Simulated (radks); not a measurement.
The numbers below are computed, except where a source is named.
Initial-state core-level shifts of the zirconium ion Zr2+ when its valence configuration changes from [Kr] 4d2. Level of theory: scalar-relativistic Kohn-Sham, PBEsol, spin-polarised, spherical densities, finite nucleus; open shells are filled with parallel spins first (spin-orbit coupling, left out, can overturn this in heavy ions); Fermi nuclear charge, rms radius 4.2694 fm (a radial shooting solver on a logarithmic mesh with Libxc functionals). Shifts are changes of the shell-averaged eigenvalues in eV (positive: less bound); the change of the density at the nucleus, which sets a Mossbauer isomer shift, is in e/bohr^3, on a base of 7.596e+04.

valence           2p       3p       3d      4s  density at nucleus
5s2           -8.540   -8.300   -8.355  -7.343             +37.130
4d1.5 5s0.5   -1.991   -1.946   -1.958  -1.762              +8.526
5s1 5p1       -9.535   -9.307   -9.362  -8.304             +21.413
4d1 5p1       -5.184   -5.097   -5.122  -4.664              +2.436
4d1 5s1       -4.055   -3.958   -3.983  -3.557             +17.580
4d1.5 5p0.5   -2.554   -2.516   -2.528  -2.321              +1.131
5p2          -10.658  -10.437  -10.491  -9.374              +5.604
4d0.5 5s1.5   -6.262   -6.099   -6.138  -5.445             +26.831
